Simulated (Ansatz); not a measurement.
Mulliken charges of `[CH3][GeH]([NH2])[F]` from PBE/def2-TZVPP in Ansatz (PBE0-D4/def2-TZVP geometry).

```tsv
atom	x (Å)	y (Å)	z (Å)	charge (e)
C1	-0.858	1.183	-0.175	-0.373
Ge2	0.062	-0.490	-0.463	0.548
N3	1.407	-0.687	0.743	-0.393
F4	-1.157	-1.737	-0.244	-0.365
H5	-1.696	1.272	-0.867	0.116
H6	-1.244	1.221	0.845	0.107
H7	-0.177	2.021	-0.328	0.115
H8	0.629	-0.744	-1.866	-0.041
H9	1.966	-1.522	0.646	0.146
H10	1.151	-0.567	1.712	0.141
```

Problem. By hand: the dipole of these point charges (1 e Å = 4.8032 D).

Solution. Σ q r = (0.297, 0.433, -0.027) e Å, of length 0.526 e Å = 2.53 D.

Problem. How does the dipole of the full density compare? (Estimate.)

Solution. Ansatz gave: (0.208, 0.270, 0.118) e Å, 1.73 D; the point charges give 1.46 times that, at 22° from its direction.

Point charges leave out the atoms' own dipoles, such as those of lone pairs, and Mulliken's split depends on the basis, so the two needn't agree.
